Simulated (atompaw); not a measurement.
## What one change does to a pseudopotential (S, PAW (atompaw))

- Element: sulfur (S)
- Generator: atompaw 4.2.0.5
- Type: PAW
- Functional: LDA (PW92)
- Relativity: non-relativistic
- Frozen core: [Ne]
- Valence charge: 6
- Reference configuration: 3s2 3p3.5 (charge +0.5)
- Partial waves: 3s (bound): rc 0.65 bohr; 3s channel at -1.25 Ry: rc 0.65 bohr; 3p (bound): rc 1.60 bohr; 3p channel at 1.85 Ry: rc 1.60 bohr; 3d channel at -0.1 Ry: rc 1.60 bohr; 3d channel at 0.9 Ry: rc 1.60 bohr
- Local potential: bessel scheme, radius 1.35 bohr
- Core correction: smooth core density matched at 1.20 bohr
- Augmentation charge: sinc compensation charge, radius 1.50 bohr; PAW radius 1.60 bohr; waves and projectors: custom rrkj gramschmidtortho

Change: local potential troulliermartins scheme with l = 3 at 0 Ry, radius 1.35 bohr.

Cutoffs: the cutoffs (Ry, on a coarse ladder) from which the occupation-weighted sum of valence levels, in a spherical-Bessel basis at the reference potential, stays within 10 and 1 mRy of its value at 400 Ry; they do not see the model core or the augmentation charge, which bear on the density cutoff.

Q: What does the change do?

A: The potential gets neither clearly harder nor softer (120 Ry and 180 Ry → 110 Ry and 180 Ry); both files keep a bound ghost (s).

| quantity | base | changed |
| --- | --- | --- |
| cutoff, loose | 120 Ry | 110 Ry |
| cutoff, tight | 180 Ry | 180 Ry |
| loose cutoff by channel (10 mRy a level) | s 100 Ry, p 15 Ry | s 90 Ry, p 15 Ry |
| bound ghosts | s | s |
| s: phases at 1.60 bohr within 0.05 rad from the reference energy up to (Ry; the scan ends near 5) | to the end of the scan | to the end of the scan |
| p: phases at 1.60 bohr within 0.05 rad from the reference energy up to (Ry; the scan ends near 5) | to the end of the scan | to the end of the scan |
| d: phases at 1.60 bohr within 0.05 rad from the reference energy up to (Ry; the scan ends near 5) | to the end of the scan | 4.8 |
| lowest overlap eigenvalue by channel | s 0.59, p 0.78, d 0.96 | s 0.17, p 0.73, d 0.96 |

 A true bound ghost makes a file unfit for plane-wave use even where its test errors are small: the radial tests pick states by their node count and pass the ghost by. The cutoffs see the waves, projectors and local potential, not the compensation charge or the core.
